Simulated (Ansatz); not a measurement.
`[CH3][Ga]([CH3])[O]` radical at its PBE0-D4/def2-TZVP geometry, where that method's forces vanish. Total charge 0; spin multiplicity 2.

```xyz
10

C     0.0448    0.1985    1.7844
Ga   -0.3179   -0.4860   -0.0172
C     0.2214    0.2085   -1.7701
O    -1.3064   -1.9962   -0.0706
H     1.1225    0.2377    1.9587
H    -0.4134   -0.4325    2.5454
H    -0.3449    1.2140    1.8840
H    -0.1696    1.2191   -1.9076
H    -0.1472   -0.4257   -2.5757
H     1.3107    0.2626   -1.8315
```

What forces (eV/Å) does PBE-D4/def2-TZVPP give on these atoms in the Gaussian-basis code of Ansatz? (An estimate is asked.)

The calculation gave: 
```
C1   0.059  0.098  0.149
Ga2 -0.247 -0.376 -0.013
C3   0.073  0.099 -0.141
O4   0.067  0.102  0.004
H5   0.208 -0.009 -0.005
H6  -0.099 -0.141  0.093
H7  -0.088  0.189 -0.020
H8  -0.092  0.187  0.011
H9  -0.087 -0.142 -0.103
H10  0.207 -0.006  0.026
```
